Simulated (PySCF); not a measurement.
Isomers of C6H12SSi, mass 144.043 u with the commonest isotopes. Method used: PBE0/pcSseg-1 in PySCF (dipole) on a GFN2-xTB geometry, gas phase. One conformer each, none proved a minimum here; rigid rotors.

Question: Order these by out-of-plane moment Σ m c² = (Ia + Ib − Ic)/2, smallest first.
A. `[CH:1]#[C:2][SiH2:3][S:4][C:5]([CH3:6])([CH3:7])[CH3:8]` with C2–Si3–S4–C5 73°
B. `[CH3:1][S:2][Si:3]1([CH3:4])[CH2:5][CH:6]=[CH:7][CH2:8]1` with C1–S2–Si3–C4 -176°
C. `[CH2:1]=[CH:2][Si@@H:3]1[CH2:4][C@H:5]1[S:6][CH2:7][CH3:8]` with C1–C2–Si3–C4 27°, C4–C5–S6–C7 149°, C5–S6–C7–C8 -177°
D. `[CH:1]#[C:2][CH2:3][C@@:4]([CH3:5])([SiH3:6])[S:7][CH3:8]` with C2–C3–C4–C5 -61°, C3–C4–S7–C8 72°
E. `[CH2:1]=[C:2]([CH3:3])[C@@H:4]1[SiH2:5][C@H:6]1[S:7][CH3:8]` with C1–C2–C4–Si5 50°, Si5–C6–S7–C8 152°

Answer: C (50.83 u·Å²), E (59.49 u·Å²), D (65.73 u·Å²), A (75.08 u·Å²), B (80.22 u·Å²).

Question: Order these by radius of gyration √(Σ m r²/M), smallest first.
A. `[CH:1]#[C:2][SiH2:3][S:4][C:5]([CH3:6])([CH3:7])[CH3:8]` with C2–Si3–S4–C5 73°
B. `[CH2:1]=[CH:2][Si@@H:3]1[CH2:4][C@H:5]1[S:6][CH2:7][CH3:8]` with C1–C2–Si3–C4 27°, C4–C5–S6–C7 149°, C5–S6–C7–C8 -177°
C. `[CH2:1]=[C:2]([CH3:3])[C@@H:4]1[SiH2:5][C@H:6]1[S:7][CH3:8]` with C1–C2–C4–Si5 50°, Si5–C6–S7–C8 152°
D. `[CH3:1][S:2][Si:3]1([CH3:4])[CH2:5][CH:6]=[CH:7][CH2:8]1` with C1–S2–Si3–C4 -176°
E. `[CH:1]#[C:2][CH2:3][C@@:4]([CH3:5])([SiH3:6])[S:7][CH3:8]` with C2–C3–C4–C5 -61°, C3–C4–S7–C8 72°

Answer: D (2.053 Å), E (2.179 Å), A (2.216 Å), C (2.244 Å), B (2.441 Å).

Question: Order these by rotational constant C, largest first.
A. `[CH2:1]=[CH:2][Si@@H:3]1[CH2:4][C@H:5]1[S:6][CH2:7][CH3:8]` with C1–C2–Si3–C4 27°, C4–C5–S6–C7 149°, C5–S6–C7–C8 -177°
B. `[CH:1]#[C:2][SiH2:3][S:4][C:5]([CH3:6])([CH3:7])[CH3:8]` with C2–Si3–S4–C5 73°
C. `[CH2:1]=[C:2]([CH3:3])[C@@H:4]1[SiH2:5][C@H:6]1[S:7][CH3:8]` with C1–C2–C4–Si5 50°, Si5–C6–S7–C8 152°
D. `[CH:1]#[C:2][CH2:3][C@@:4]([CH3:5])([SiH3:6])[S:7][CH3:8]` with C2–C3–C4–C5 -61°, C3–C4–S7–C8 72°
E. `[CH3:1][S:2][Si:3]1([CH3:4])[CH2:5][CH:6]=[CH:7][CH2:8]1` with C1–S2–Si3–C4 -176°

Answer: E (958.6 MHz), D (817.2 MHz), B (798.9 MHz), C (759.0 MHz), A (625.8 MHz).

| SMILES | point group | Ia (u·Å²) | Ib (u·Å²) | Ic (u·Å²) | κ | μa (D) | μb (D) | μc (D) |
| --- | --- | --- | --- | --- | --- | --- | --- | --- |
| C=C(C)[C@@H]1[SiH2][C@H]1SC | C1 | 281.43 | 503.37 | 665.82 | -0.53 | 1.13 | 0.36 | 0.21 |
| C=C[Si@@H]1C[C@H]1SCC | C1 | 187.78 | 721.47 | 807.60 | -0.93 | 1.42 | 1.70 | 0.18 |
| CS[Si]1(C)CC=CC1 | – | 287.46 | 400.15 | 527.18 | -0.24 | 1.43 | 0.22 | 0.10 |
| C#C[SiH2]SC(C)(C)C | C1 | 226.24 | 556.51 | 632.58 | -0.85 | 0.26 | 1.57 | 1.10 |
| C#CC[C@@](C)([SiH3])SC | C1 | 260.55 | 489.31 | 618.40 | -0.62 | 0.14 | 1.36 | 0.89 |
